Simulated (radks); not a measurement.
The numbers below are computed, except where a source is named.
Q: These are the eigenvalues of the occupied orbitals of an atom or ion with whole-number occupations (eV). Level of theory: scalar-relativistic Kohn-Sham, LDA (Slater exchange, Perdew-Wang correlation), spin-polarised, spherical densities, finite nucleus; Fermi nuclear charge, rms radius of each element as measured or else 0.836 A^(1/3) + 0.57 fm (a radial shooting solver on a logarithmic mesh with Libxc functionals).

1s up: -19793.75
1s down: -19793.74
2s up: -2795.854
2s down: -2795.382
2p up: -2501.292
2p down: -2500.923
3s up: -474.8383
3s down: -474.4880
3p up: -378.3380
3p down: -377.9573
3d up: -220.8139
3d down: -220.3062
4s up: -64.9080
4s down: -62.4052
4p up: -39.1832
4p down: -36.4483
5s up: -4.8327
4d up: -4.6699

Which element is it, and in what charge state? The configuration may be excited. Open shells, if any, are filled with parallel spins first.

A: Z = 42, molybdenum, charge 0: Mo in [Kr] 4d5 5s1. The list shows which subshells hold electrons but not how many an open one holds; the 1s level, -727.41 hartree, gives Z - s = 38.1 by -(Z - s)^2/2, which with screening and relativity narrows Z to a few neighbours, and the depths of the outer levels then fix element, charge and occupations together.
